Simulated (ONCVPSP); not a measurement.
# Which change was made? (Kr, ONCV)

| Quantity | Value |
| --- | --- |
| Element | krypton (Kr) |
| Generator | ONCVPSP 4.0.1 |
| Type | optimised norm-conserving Vanderbilt (ONCV) |
| Functional | LDA (Perdew-Wang 92) |
| Relativity | scalar-relativistic |
| Frozen core | [Ar] 3d10 |
| Valence charge | 8 |
| Reference configuration | 4s2 4p6 |
| Partial waves | 4s: rc 1.45 bohr, ncon 3, nbas 7, qcut 4.6 1/bohr, 3 projectors, debl 3.7 Ha; 4p: rc 1.20 bohr, ncon 4, nbas 7, qcut 7 1/bohr, local; d scattering state at 0.04 Ha: rc 1.20 bohr, ncon 3, nbas 8, qcut 7.5 1/bohr, 2 projectors, debl 3.9 Ha |
| Local potential | the p channel |
| Core correction | Teter function, fcfact 4, rcfact 1.2 |

Cutoffs, loose and tight: the cutoffs (Ha) at which the residual kinetic energy of the hardest occupied pseudo-wave falls to 1 and 0.1 mHa per electron. They do not see the model core or the augmentation charge, which bear on the density cutoff. Test errors are all-electron minus pseudo excitation energies from the reference, over the configurations 4s2 4p5; 4s2 4p4; 4s2 4p3; 4s2 4p2; variants that change the core or the reference have their own tests.

The base gives: outcome: generated; cutoff, loose: 73 Ha; cutoff, tight: 102 Ha; bound ghosts: d; GHOST(+) flags above zero: s; largest test error (meV): +85.

Q: After one change the result is: outcome: failed: ERROR pspot: first pseudo wave function has node, program will stop. Which change was it?
A. s: qcut 3.1; p: qcut 4.8; d: qcut 5.1
B. s: qcut 6; p: qcut 9.2; d: qcut 9.9
C. s: qcut 5.2; p: qcut 7.9; d: qcut 8.4

A: B. The others give: s: qcut 5.2; p: qcut 7.9; d: qcut 8.4 → outcome: generated; cutoff, loose: 38 Ha; cutoff, tight: 99 Ha; bound ghosts: d; GHOST(+) flags above zero: s; largest test error (meV): +77 | s: qcut 3.1; p: qcut 4.8; d: qcut 5.1 → outcome: generated; bound ghosts: s, d; GHOST(+) flags above zero: s; largest test error (meV): +111.
